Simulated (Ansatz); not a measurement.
Input file for Ansatz (a program for electronic structure): U-CCSD(T)/def2-TZVPP on HISe (SMILES [SeH]I), a point of a bond scan (R = 3.433 Å). Elements past Kr take the def2 small-core potentials; no spin–orbit coupling. The run froze 23 orbitals, filled d shells among them.

Ansatz 0.2 input:
```yaml
crystal:
  periodic: [false, false, false]
  atoms:
    - {symbol: Se, position_ang: [-0.90439192, -0.74056665, 0.98809339]}
    - {symbol: H, position_ang: [-1.84024043, -1.18560364, -0.05946084]}
    - {symbol: I, position_ang: [1.14664874, 0.93075634, -1.20004428]}
basis:
  gaussian:
    orbitals: def2-TZVPP
correlation: {method: ccsd_t, electrons: outside_noble_gas}
scf: {omitted_lower_state_checks: [cluster_reference]}
magnetization: {spin_polarized: true, initial_magnetization: 0}
```

Program output:

```
WARN ansatz: RAYON_NUM_THREADS=1 ignored (pool sized by the plan → 1); use --threads N
Functional definition: HF
these checks for a lower state are left out or cut short: cluster_reference
integrals: 0.24 GiB planned
878 factors; integrals over basis functions are off by at most 1.0e-3 eV
mean field: 0.48 GiB planned
mean field evaluation 1: about -73389.0684 eV, gradient 8.1e0 eV
mean field evaluation 2: about -73389.0707 eV, gradient 8.1e0 eV
mean field evaluation 4: about -73389.6907 eV, gradient 1.5e0 eV
mean field evaluation 8: about -73389.7094 eV, gradient 3.8e-4 eV
mean field evaluation 16: about -73389.7094 eV, gradient 1.5e-3 eV
mean field evaluation 32: about -73391.0338 eV, gradient 2.2e-2 eV
mean field evaluation 64: about -73389.3715 eV, gradient 6.8e0 eV
mean field evaluation 96: about -73390.4568 eV, gradient 1.2e0 eV
mean field evaluation 128: about -73391.0311 eV, gradient 4.0e-2 eV
mean field evaluation 160: about -73390.9993 eV, gradient 2.0e-1 eV
mean field evaluation 192: about -73391.0324 eV, gradient 5.1e-2 eV
mean field evaluation 224: about -73390.9200 eV, gradient 3.1e-2 eV
mean field evaluation 256: about -73391.0220 eV, gradient 8.9e-1 eV
mean field evaluation 288: about -73389.7064 eV, gradient 3.9e-1 eV
mean field -73391.03382728 eV, -2697.0707469231 hartree, gradient 2.8e-6 eV, S^2 0.895242; 22 other end points of the search recorded, 0 dependent functions left out
23 core orbitals not correlated
reference -73391.03382728 eV, -2697.0707469231 hartree; 7, 7 occupied and 82, 82 virtual orbitals, 878 factors
second order -6.92395547 eV of doubles, -0.00000000 eV of singles
coupled cluster: 0.47 GiB planned
cycle   1  -7.71910588 eV  change   -8.0e-1 eV  update   7.0e-2
cycle   2  -7.99374846 eV  change   -2.7e-1 eV  update   2.8e-2
cycle   3  -8.02049333 eV  change   -2.7e-2 eV  update   1.9e-2
cycle   4  -8.03326942 eV  change   -1.3e-2 eV  update   1.5e-2
cycle   5  -8.05464075 eV  change   -2.1e-2 eV  update   1.0e-2
cycle   6  -8.06460683 eV  change   -1.0e-2 eV  update   4.1e-3
cycle   7  -8.06825761 eV  change   -3.7e-3 eV  update   2.0e-3
cycle   8  -8.06869460 eV  change   -4.4e-4 eV  update   1.0e-3
cycle   9  -8.06862644 eV  change    6.8e-5 eV  update   7.2e-4
cycle  10  -8.06884597 eV  change   -2.2e-4 eV  update   6.3e-4
cycle  11  -8.06913503 eV  change   -2.9e-4 eV  update   5.7e-4
cycle  12  -8.06904452 eV  change    9.1e-5 eV  update   4.4e-4
cycle  13  -8.06902156 eV  change    2.3e-5 eV  update   2.8e-4
cycle  14  -8.06894884 eV  change    7.3e-5 eV  update   1.6e-4
cycle  15  -8.06903817 eV  change   -8.9e-5 eV  update   9.0e-5
cycle  16  -8.06903598 eV  change    2.2e-6 eV  update   5.6e-5
cycle  17  -8.06901525 eV  change    2.1e-5 eV  update   3.4e-5
cycle  18  -8.06899950 eV  change    1.6e-5 eV  update   2.0e-5
cycle  19  -8.06900480 eV  change   -5.3e-6 eV  update   1.2e-5
coupled cluster: 0.48 GiB planned
perturbative correction -0.32915482 eV, -0.0120962166 hartree
Total energy: -73399.43198691 eV, -2697.3793735969 hartree
Checks for a lower state left out: cluster_reference
```

The calculation finished and met its thresholds. Its determinant has ⟨S²⟩ = 0.90, a mixture of spin states.

Cost: very roughly 60 core-seconds.
